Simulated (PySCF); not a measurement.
C₂F₆, SMILES FC(F)(F)C(F)(F)F (CAM-B3LYP/def2-SVP optimised geometry):

```
8

F     -1.216    -0.624    -1.079
C     -0.769     0.000     0.000
F     -1.216    -0.623     1.080
F     -1.216     1.247     0.000
C      0.769     0.000     0.000
F      1.216    -1.247     0.005
F      1.216     0.619    -1.082
F      1.216     0.628     1.077
```

Level of theory: CAM-B3LYP/def2-TZVP (PySCF 2.14.0).

Question: What are the frontier orbital energies and the dipole moment?

Answer: HOMO-2 -14.39 eV, HOMO-1 -14.17 eV, HOMO -12.96 eV, LUMO 3.29 eV, LUMO+1 3.30 eV; dipole moment 0.00 D.

Meta-Löwdin charges at CAM-B3LYP/def2-TZVP: F1 -0.25, C2 0.76, F3 -0.25, F4 -0.25, C5 0.76, F6 -0.25, F7 -0.25, F8 -0.25.
